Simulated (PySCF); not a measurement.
Radial density of Cd (cadmium, neutral)

UHF, [Kr] 4d10 5s2, closed-shell 1S. Computed with PySCF 2.14 in cc-pVTZ-PP with ECP28MDF (5s5p4d2f1g, 63 functions), with scalar relativity through the core potential. This is the valence pseudo-density: the core potential removes the inner electrons and smooths the orbitals near the nucleus.

| r (bohr) | 4πr²ρ (e/bohr) |
| --- | --- |
| 0.0168 | 1.913e-05 |
| 0.0282 | 4.865e-05 |
| 0.0475 | 0.0001166 |
| 0.0799 | 0.0004348 |
| 0.134 | 0.004179 |
| 0.226 | 0.06196 |
| 0.380 | 1.315 |
| 0.639 | 13.79 |
| 1.08 | 16.84 |
| 1.81 | 4.136 |
| 3.04 | 0.9069 |
| 5.12 | 0.1426 |
| 8.61 | 0.003213 |

Energies and moments cover only the electrons outside the core potential.
